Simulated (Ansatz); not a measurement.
Reaction (redistribution): `[OH][GeH2][NH][SiH](O)F` + `O[SiH2]N[SiH](O)O` → `O[SiH2]N[SiH](O)F` + `[OH][GeH2][NH][SiH](O)O`

Program: Ansatz. Geometries: PBE0-D4/def2-TZVP. ΔE: electronic, gas phase. CCSD(T)/CBS adds triple-zeta CCSD(T) − MP2 to the extrapolated MP2 energy (def2 sets, frozen cores). Functionals use def2-TZVPP. For Ge outer-core shells are correlated without core-valence functions, which leaves a few kJ/mol of doubt a bond. Scalar relativity is left out up to krypton. One conformer a species, not always the lowest.

`[OH][GeH2][NH][SiH](O)F`:

Z-matrix (Å, degrees):
```
Ge
N 1 1.819
O 1 1.799 2 103.6
H 1 1.536 2 109.1 3 -118.1
H 1 1.538 2 113.2 3 115.3
Si 2 1.714 1 125.4 3 -42.0
H 2 1.009 1 114.8 3 120.8
H 3 0.960 1 113.4 2 158.4
O 6 1.622 2 108.5 1 9.3
F 6 1.597 2 106.9 1 131.8
H 6 1.473 2 115.3 1 -111.7
H 9 0.970 6 114.9 2 30.3
```

`O[SiH2]N[SiH](O)O`:

```xyz
13

O     0.322   -1.636    1.343
Si    0.182   -0.020    1.699
N    -0.501    0.748    0.334
Si   -0.025    0.565   -1.308
O    -1.441    0.483   -2.134
O     0.940   -0.748   -1.408
H     0.982   -2.125    1.837
H     1.547    0.469    2.030
H    -0.725    0.214    2.852
H    -1.388    1.207    0.482
H     0.781    1.675   -1.863
H    -1.403    0.622   -3.081
H     0.730   -1.454   -0.785
```

`O[SiH2]N[SiH](O)F`:

Z-matrix (Å, degrees):
```
Si
N 1 1.728
O 1 1.643 2 113.3
H 1 1.486 2 105.2 3 -122.6
H 1 1.478 2 111.2 3 116.0
Si 2 1.699 1 129.0 3 -65.9
H 2 1.011 1 115.4 3 113.5
H 3 0.958 1 117.9 2 -53.5
O 6 1.632 2 107.4 1 -145.5
F 6 1.600 2 112.8 1 96.9
H 6 1.475 2 109.5 1 -20.6
H 9 0.958 6 117.8 2 -157.7
```

`[OH][GeH2][NH][SiH](O)O`:

Z-matrix (Å, degrees):
```
Ge
N 1 1.825
O 1 1.799 2 107.8
H 1 1.537 2 108.5 3 -119.8
H 1 1.528 2 112.5 3 112.2
Si 2 1.714 1 122.5 3 -44.3
H 2 1.009 1 116.1 3 115.1
H 3 0.960 1 112.5 2 -73.1
O 6 1.644 2 105.3 1 126.1
O 6 1.633 2 107.6 1 2.2
H 6 1.480 2 115.3 1 -114.5
H 9 0.958 6 116.7 2 163.2
H 10 0.968 6 116.3 2 39.0
```

| level | ΔE (kcal/mol) |
| --- | --- |
| PBE0-D4 | 1.2 |
| CCSD/def2-TZVPP | 0.9 |

Task: What does CCSD(T)/CBS give? (Estimate.)

Result: Computed: +0.9 kcal/mol. The listed levels differ from it by 0.3, 0.0 kcal/mol.

Largest T1 diagnostic among the species: 0.012.

In def2-TZVPP, CCSD(T) changes the Hartree–Fock value by +0.9 kcal/mol (the triples alone add +0.1 kcal/mol) and MP2 by +0.8 kcal/mol.
